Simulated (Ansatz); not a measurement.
Program: Ansatz. Geometries: PBE0-D4/def2-TZVP. ΔE: electronic, gas phase. CCSD(T)/CBS is the MP2 limit (def2-TZVPP, def2-QZVPP) plus CCSD(T) − MP2 in def2-TZVPP, frozen cores. This one scheme is used for every species. DFT in def2-TZVPP. HSE06 is defined as in plane-wave codes. Each species was taken in one conformer, which may not be the lowest.

Reaction (cleavage of the Si–Al bond): `[SiH3][AlH][SH]` + `F[SiH2]N[SiH3]` → `F[SiH2]N([SiH3])[SiH3]` + `[AlH2][SH]`

Is it downhill or uphill in electronic energy at CCSD(T)/CBS, and by how much? (Best estimate.)

Computed: Downhill: ΔE = -45.3 kJ/mol.

What do these levels give: LDA (SPW92), PBE-D4, PBE0-D4, HSE06-D4, ωB97M-V, PBE-QIDH, revPBE, r2SCAN, HSE06, RPA@PBE/def2-TZVPP, HF/def2-QZVPP, HF/CBS(def2)? (An estimate is asked.)

Computed: LDA (SPW92) -26.3, PBE-D4 -24.4, PBE0-D4 -30.6, HSE06-D4 -30.2, ωB97M-V -49.5, PBE-QIDH -40.5, revPBE -14.1, r2SCAN -36.4, HSE06 -25.0, RPA@PBE/def2-TZVPP -46.7, HF/def2-QZVPP -52.7, HF/CBS(def2) -53.0 kJ/mol.

What do rigid-rotor, harmonic-oscillator terms from PBE0-D4/def2-TZVP frequencies (298.15 K, 1 bar) make of the CCSD(T)/CBS value? (An estimate is asked.)

The calculation gave: ΔZPE = -6.2 kJ/mol, ΔH = -52.4 kJ/mol, ΔS = -17 J/(mol·K), ΔG = -47.2 kJ/mol. Modes under 50 cm⁻¹ make the entropy rough.

Largest T1 diagnostic among the species: 0.013.

Leaving LDA and LC-ωPBE aside and taking each functional with its dispersion term where it has one, the values, not all of them listed here, spread over 26.8 kJ/mol, from BHLYP-D4 to PBE-D4. LDA lies −8.3 kJ/mol from PBE without D4. The D4 term adds −10.4 kJ/mol with B3LYP and −5.5 kJ/mol with PBE0; it sums over pairs of atoms, weighted by their polarisabilities, and B3LYP, whose exchange is more repulsive, gets the larger term. From BLYP to BHLYP (50 % exact exchange), in def2-TZVPP and without D4, ΔE moves by −15.9 kJ/mol.

B3LYP here is the variant with VWN-RPA as its local correlation; programs differ in this.
